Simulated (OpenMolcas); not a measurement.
Exact exchange and the HOMO–LUMO gap of C2H4FGa

C2H4FGa has 8 atoms, charge 0, and is taken as a singlet. As SMILES, `C=[CH][GaH][F]`. Geometry: relaxed at PBE0-D4/def2-TZVP. This is one conformer, not always the lowest.

The HOMO–LUMO gap y, in eV, basis cc-pVDZ; a is the functional's share of exact exchange. Programs: OpenMolcas 26.06.

| functional | program | a | y (eV) |
| --- | --- | --- | --- |
| r2SCAN | OpenMolcas | 0 | 5.05 |
| BLYP | OpenMolcas | 0 | 4.54 |
| B3LYP | OpenMolcas | 0.2 | ? |
| PBE0 | OpenMolcas | 0.25 | 6.80 |
| BHLYP | OpenMolcas | 0.5 | 8.64 |

Problem. Fit y = c + s·a to the known rows and predict B3LYP.

Solution. 
1. Means of the 4 rows: a = 0.1875, y = 6.258.
2. Σ(Δa)² = 0.17188, Σ(Δa·Δy) = 1.3269, so the slope is 1.3269/0.17188 = 7.7199.
3. Intercept: 6.258 − (7.7199) × 0.1875 = 4.811. The largest residual of the fit is 0.27.
4. B3LYP: 4.811 + (7.7199) × 0.2 = 6.35 eV.

The run gave 6.32 eV, so the prediction is off by +0.03 eV, within the largest residual. Exact exchange lowers occupied levels and raises empty ones. The rows mix families of semi-local functionals, which the line can't see.
